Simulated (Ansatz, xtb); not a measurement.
# How methods differ on SiHBr (SMILES [SiH]Br)

SiHBr has 3 atoms, charge 0, and is taken as a singlet. SMILES: `[SiH]Br`. The coordinates come from a PBE0-D4/def2-TZVP relaxation.

```xyz
3

Si   -0.6247    0.5219   -0.2961
Br    1.3409    0.4015    0.7814
H    -0.7271   -0.9883   -0.4986
```

Each level gives the vertical energy of the triplet above the singlet (eV). The values are calculated.

| level | kind | program | value (eV) | less FCI/STO-3G |
| --- | --- | --- | --- | --- |
| GFN1-xTB | semi-empirical | xtb | 2.77 | +0.89 |
| HF/STO-3G | Hartree–Fock | Ansatz | 1.48 | -0.40 |
| r2SCAN/STO-3G | meta-GGA | Ansatz | 1.91 | +0.03 |
| B3LYP/STO-3G | global hybrid | Ansatz | 2.12 | +0.24 |
| BHLYP/STO-3G | global hybrid | Ansatz | 2.04 | +0.16 |
| HSE06/STO-3G | range-separated hybrid | Ansatz | 1.97 | +0.09 |
| B2PLYP/STO-3G | double hybrid | Ansatz | 2.05 | +0.17 |
| RPA@PBE/STO-3G | RPA | Ansatz | 2.13 | +0.25 |
| CCSD(T)/STO-3G | coupled cluster or CI | Ansatz | 1.88 | 0.00 |
| FCI/STO-3G | exact in the basis | Ansatz | 1.88 | 0.00 |

FCI/STO-3G is exact within its basis and frozen core, so for wave-function methods in that basis the difference is their error; functionals converge differently with the basis, so for them it is only a difference. All-electron rows without a relativistic Hamiltonian named are non-relativistic. Spin-orbit coupling, which can split open shells on such heavy atoms by tenths of an eV, is left out. The values span 1.48 to 2.77 eV. The xTB rows lack spin polarisation, so open shells miss the exchange term that lowers them. All rows use very small basis sets, so none should be taken for the real molecule's value. In the correlated wave-function rows the outer d shell of Br is correlated, in sets not made for it.
